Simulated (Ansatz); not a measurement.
`C=C[Si](O)(Cl)OC`, charge 0, multiplicity 1.

(1) Give a relaxed structure at PBE0-D4/def2-TZVP (Ansatz). (Best estimate.)

## Answers

(1) Ansatz gave: 
Cartesian coordinates in Å:
```
C 1.269 0.185 2.000
C 0.042 0.302 1.502
Si -0.349 0.829 -0.217
O -1.424 2.045 -0.149
Cl 1.392 1.430 -1.152
O -1.006 -0.355 -1.121
C -0.344 -1.532 -1.530
H 2.147 0.432 1.413
H 1.446 -0.155 3.017
H -0.804 0.044 2.139
H -1.836 2.323 -0.969
H 0.023 -2.101 -0.670
H -1.058 -2.147 -2.078
H 0.502 -1.300 -2.185
```
This is one stationary point; other conformers may exist.
